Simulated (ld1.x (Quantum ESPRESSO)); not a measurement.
N, TM: configuration errors across variants

ld1.x (Quantum ESPRESSO) 7.5 input, shortened:

```
&input
   title='N', zed=7., rel=0, dft='PBE', iswitch=3,
   config='[He] 2s2 2p3'
 /
 &inputp
   pseudotype=2, tm=.true., lloc=-2, rcloc=1.85,
   nlcc=.true., rcore=0.35
 /
2
2S  1  0   2.00   0.00  0.70  0.70  0.0
2P  2  1   3.00   0.00  1.95  1.95  0.0
 &test
   configts(1)='2s2 2p3'
 /
```

All-electron excitation energies from the reference (eV): (1) 2s2 2p2 13.597; (2) 2s2 2p1 42.456; (3) 2s2 2p0 89.541; (4) 2s2 2p2.5 5.096; (5) 2s1 2p4 11.477; (6) 2s1 2p0 167.310; (7) 2s1 2p3 25.345.

1 further variants failed, have other tests or another functional or relativity, and are left out.

Errors AE − PS in meV (a dash: test not solved or not reliable):

```tsv
change	(1)	(2)	(3)	(4)	(5)	(6)	(7)	bound ghosts
base	+30	+352	+1602	+3.1	-3.9	+2598	-84	none
local potential all-electron potential smoothed inside 2.30 bohr (lloc = -2)	+9.1	+273	+1477	–	-4.2	+2455	-112	none
local potential the s channel	+38	+364	+1549	+5.1	-3.7	+2507	-70	none
wave 2s (bound): rc 0.70 bohr becomes 2s (bound): rc 0.56 bohr	+30	+349	+1592	+3.1	-4.7	+2584	-85	none
wave 2p (bound): rc 1.95 bohr becomes 2p (bound): rc 1.84 bohr	+18	+255	+1246	+1.4	+0.6	+2033	-64	none
```

Problem. Give the same row for: core correction a·sin(br)/r model core inside 0.72 bohr.

Solution. +30, +350, +1591, +3.2, +2.5, +2571, -81; bound ghosts: none.
